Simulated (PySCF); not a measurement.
## How methods differ on the excitation energy of Be

Be [He] 2s2 (1S) → Be [He] 2s1 3s1 (3S), as a difference of total energies. Computed with PySCF 2.14 in aug-cc-pV5Z (7s6p5d4f3g2h, 127 functions), with the non-relativistic Hamiltonian (point nucleus). Correlated levels: valence: 1s2 frozen. The calculations carry no spin-orbit coupling.

```tsv
method	excitation energy (cm⁻¹)	error (cm⁻¹)
UHF	42916	-9165
LDA	48931	-3150
PBE	48512	-3569
PBE0	48547	-3534
r2SCAN	48026	-4055
LC-wPBE	49497	-2584
B97-3	49952	-2129
HSE06	48495	-3586
MP2 (valence)	49062	-3019
SCS-MP2 (valence)	50663	-1418
```

Reference: 52081 cm⁻¹ (measured; NIST levels).

Errors of the correlated levels include the incompleteness of this basis and the frozen core.
